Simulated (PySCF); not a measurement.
# P⁺ (phosphorus, charge +1) across methods

[Ne] 3s2 3p1 3d1, one real determinant (an excited configuration). All numbers are calculated (PySCF 2.14, the spin-free X2C one-electron Hamiltonian (Gaussian nucleus), in aug-cc-pVTZ-DK (6s5p3d2f, 50 functions)).

```tsv
method	E (hartree)	mean ε 3s β (eV)	mean ε 3p α (eV)	mean ε 3d α (eV)	Σ⟨r²⟩ (bohr²)	⟨S²⟩
PBEsol	-340.5530	-24.584	-17.007	-5.890	27.65	2.001
BHandHLYP	-341.2964	-27.381	-19.726	-6.703	28.48	2.004
LDA	-340.0125	-24.828	-17.027	-5.826	27.72	2.001
PBE0	-341.1623	-25.990	-18.506	-6.457	27.91	2.003
PBE	-341.1462	-24.619	-17.075	-5.968	27.59	2.001
UHF	-340.72986	-28.991	-22.326	-7.305	29.78	2.009
r2SCAN	-341.2552	-24.871	-17.497	-5.950	27.74	2.004
B97-3	-341.2522	-26.136	-18.437	-6.377	28.10	2.002
wB97M-V	-341.2746	-28.538	-20.329	-7.855	27.92	2.001
```

⟨L²⟩ = 8.00 against 12 for a pure F term, so this real determinant mixes terms. The outer electron is Rydberg-like, and this basis confines it to a smaller radius and binds it less than a complete one would.
